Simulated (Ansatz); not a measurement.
`BCC(C)=O` and `CC(=O)F` differ in one atom or group.

Ansatz, PBE0-D4/def2-TZVP geometries, multiplicity 1. Each molecule was computed in one conformer, which needn't be the lowest.

```csv
property,`BCC(C)=O`
HOMO–LUMO gap (PBE0/def2-TZVPP) / eV,5.54
HOMO energy (PBE/def2-TZVPP) / eV,-5.65
zero-point energy (PBE0-D4/def2-TZVP) / kJ/mol,247.2
size of the dipole moment (ωB97M-V/def2-TZVPP) / D,2.92
HOMO energy (PBE0/def2-TZVPP) / eV,-7.21
size of the dipole moment (PBE/def2-TZVPP) / D,2.74
```

(1) Give the same properties after the change, and the shifts. (Estimate.)

## Answers

(1) Ansatz gave: 
```csv
property,`CC(=O)F`,shift
HOMO–LUMO gap (PBE0/def2-TZVPP) / eV,8.62,3.08
HOMO energy (PBE/def2-TZVPP) / eV,-7.26,-1.61
zero-point energy (PBE0-D4/def2-TZVP) / kJ/mol,129.0,-118.2
size of the dipole moment (ωB97M-V/def2-TZVPP) / D,2.97,0.05
HOMO energy (PBE0/def2-TZVPP) / eV,-8.99,-1.78
size of the dipole moment (PBE/def2-TZVPP) / D,2.83,0.09
```

With PBE0 the HOMO falls by 1.78 eV and the LUMO rises by 1.30 eV, so the gap widens by about 3.08 eV. PBE moves the HOMO by -1.61 eV and ωB97M-V by -1.83 eV. The zero-point energy changes by -118.2 kJ/mol with -15 modes. Dipoles are sizes alone; their direction can turn.
